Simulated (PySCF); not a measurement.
Cl2I, SMILES Cl[I-]Cl, charge -1. Heavy atoms are numbered as in [Cl:1][I-:2][Cl:3].

Geometry: B3LYP-D3(BJ)/def2-SVPD. The def2 effective core potentials stand for the cores of I; spin–orbit coupling is left out.

Level of theory: PySCF with PBE0/def2-TZVPD.

Mulliken values depend strongly on the basis, most of all with diffuse functions as here. ESP charges are fitted to the potential on shells at 1.4 to 2.0 van der Waals radii. Atomic charges (e), one atom of each kind:

```json
[
 {"atom": "Cl1", "ESP fit": "…", "Mulliken": "-0.58"},
 {"atom": "I2", "ESP fit": "…", "Mulliken": "0.16"}
]
```

Problem. Some entries are withheld; supply them. (An estimate is asked for; the answer gives what the named calculation found.)

Solution. 
- Cl1, ESP fit: -0.47
- I2, ESP fit: -0.05
